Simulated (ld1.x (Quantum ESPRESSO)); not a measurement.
**Te (Z = 52): one change to a TM semilocal potential, before and after**

Te (Z = 52), norm-conserving Troullier–Martins (semilocal form), made with ld1.x (Quantum ESPRESSO) 7.5 (PBEsol, scalar-relativistic). Core [Kr], reference 4d10 5s2 5p4. Waves: 5s (bound): rc 1.35 bohr; 4d (bound): rc 1.40 bohr; 5p (bound): rc 1.70 bohr. Local part: the p channel. Core correction: a·sin(br)/r model core inside 0.90 bohr.

All-electron outer shells of the reference configuration (PBEsol, scalar-relativistic, ld1.x):

```json
{"shell": "4s", "level (eV)": "-164.15", "outermost node (bohr)": "0.38", "outermost maximum (bohr)": "0.70"}
{"shell": "4p", "level (eV)": "-114.23", "outermost node (bohr)": "0.38", "outermost maximum (bohr)": "0.74"}
{"shell": "4d", "level (eV)": "-41.59", "outermost node (bohr)": "0.36", "outermost maximum (bohr)": "0.81"}
{"shell": "5s", "level (eV)": "-15.15", "outermost node (bohr)": "0.91", "outermost maximum (bohr)": "1.80"}
{"shell": "5p", "level (eV)": "-5.97", "outermost node (bohr)": "1.00", "outermost maximum (bohr)": "2.17"}
```

Change: wave 5p (bound): rc 1.70 bohr becomes 5p (bound): rc 2.38 bohr.

Cutoffs: the cutoffs (Ry, on a coarse ladder) from which the occupation-weighted sum of valence levels, in a spherical-Bessel basis at the reference potential, stays within 10 and 1 mRy of its value at 400 Ry; they do not see the model core or the augmentation charge, which bear on the density cutoff. Errors are all-electron minus pseudo energies relative to the spin-unpolarised reference configuration.

What does the change do?

The potential gets neither clearly harder nor softer (110 Ry and 200 Ry → 110 Ry and 200 Ry); the d channel sets the loose cutoff, while the largest relative change is in p, which becomes softer; of the 7 tests that both files solve, the error grows in 2 and shrinks in 4 by more than 15 % and 0.3 meV (median size 7.9 → 2.8 meV); neither file shows a bound ghost. A semilocal file is local in each channel, so a ghost entry of none says nothing of the separable form that plane-wave codes build from it.

| quantity | base | changed |
| --- | --- | --- |
| cutoff, loose | 110 Ry | 110 Ry |
| cutoff, tight | 200 Ry | 200 Ry |
| loose cutoff by channel (10 mRy a level) | s 45 Ry, d 90 Ry, p 30 Ry | s 45 Ry, d 90 Ry, p 10 Ry |
| bound ghosts | none | none |
| error for 4d10 5s2 5p3, meV [ΔE 9.75 eV] | +1.3 | -0.1 |
| error for 4d10 5s2 5p2, meV [ΔE 27.72 eV] | +11 | +4.6 |
| error for 4d10 5s2 5p1, meV [ΔE 54.68 eV] | +31 | +14 |
| error for 4d10 5s2 5p3.5, meV [ΔE 3.91 eV] | -0.1 | -0.5 |
| error for 4d10 5s2 5p4.3, meV [ΔE -1.47 eV] | +0.5 | +0.5 |
| error for 4d10 5s1 5p4, meV [ΔE 19.63 eV] | +7.9 | +2.8 |
| error for 4d10 5s0 5p6, meV [ΔE 18.77 eV] | -20 | -37 |
